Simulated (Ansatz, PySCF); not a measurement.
chloro(fluoromethyl)silane (CH4ClFSi), SMILES FC[SiH2]Cl.

Coordinates come from a ωB97X-D3(BJ)/def2-SVP optimisation. Other conformers were not sampled.

Vertical ionisation energy (IE) and electron affinity (EA) in eV. Rows of orbital energies are one-electron estimates. Where ΔSCF, EOM or ADC give a negative EA the extra electron is unbound and the value depends on the basis.

```tsv
level	IE	EA
−ε(HOMO), −ε(LUMO), r2SCAN/def2-TZVP (PySCF)	[?]	[?]
−ε(HOMO), −ε(LUMO), PBE/def2-TZVP (PySCF)	7.21	0.87
ΔSCF, PBE0/def2-SVPD (Ansatz), final states of multiplicity 2 and 2	10.91	-1.33
ΔSCF, PBE/def2-SVPD (Ansatz), final states of multiplicity 2 and 2	10.43	-1.18
```

Question: Complete the blanks. (An estimate is asked for; the answer gives what the named calculation found.)

Answer: 
- −ε(HOMO), −ε(LUMO), r2SCAN/def2-TZVP (PySCF), IE: 7.54
- −ε(HOMO), −ε(LUMO), r2SCAN/def2-TZVP (PySCF), EA: 0.46

Question: What vertical singlet–triplet gap does ΔSCF give with PBE0/def2-SVPD (Ansatz, a program for electronic structure) and with PBE/def2-SVPD (Ansatz)? (Estimate from the structure and the level; the computed values follow.)

Answer: 6.84 and 6.22 eV (triplet above singlet where positive).
